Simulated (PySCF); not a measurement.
Energy landscape of CH₃ (cation, charge +1), singlet: umbrella (inversion) coordinate, bond length relaxed. Scanned: angle between the C-H bonds and the threefold axis (90 = planar). Other coordinates (C-H bond length) were minimised at B3LYP/def2-TZVP.

Method: PySCF with CCSD(T) on RHF/cc-pVTZ, 1 core orbital frozen.

Scanned values (°): 90, 93, 96, 99, 102, 105, 108, 111, 114, 117, 120, 123, 126, 129, 132.

Question: Locate the minima and the barriers on this grid.

Answer: Lower than their neighbours: 90° (0.0 kJ/mol, end of the scan). Higher than their neighbours: 132° (575.3 kJ/mol, end of the scan). The whole profile spans 575.3 kJ/mol.
